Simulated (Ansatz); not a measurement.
Species: CH$_{7}$Si$_{2}$, net charge -1, singlet state. It need not be the lowest isomer of its formula. Whether it binds its extra electron was not tested at this geometry. 
Structure (B3LYP-D3(BJ)/def2-TZVP (Ansatz, a first-principles code) minimum search):
SMILES: C[SiH-][SiH3]
```xyz
10

C     -1.8860    -0.3159     0.3216
Si    -0.4937     0.7994    -0.5247
Si     1.3797    -0.4927     0.1725
H     -1.6927    -0.5795     1.3659
H     -2.8475     0.2084     0.2809
H     -2.0100    -1.2476    -0.2410
H     -0.2976     1.7918     0.6344
H      2.7034     0.2020    -0.0165
H      1.4842    -1.0082     1.5929
H      1.5727    -1.7650    -0.6156
```
Charge -1, spin multiplicity 1.

Basis-set convergence of Hartree-Fock and CCSD correlation energies (hartree) with Ansatz. Correlated levels leave the core frozen unless marked. No spin-orbit coupling. Non-relativistic. This anion needs diffuse functions, which these sets lack.

```csv
basis,functions,E(HF),"E(corr, CCSD)"
cc-pV(D+d)Z,95,-619.78708,-0.42898
cc-pV(T+d)Z,206,-619.82437,-0.51080
cc-pV(Q+d)Z,393,[?],[?]
```

Task: Fill in the missing entries.

Result: 
- cc-pV(Q+d)Z, E(HF): -619.83502
- cc-pV(Q+d)Z, E(corr, CCSD): -0.53479
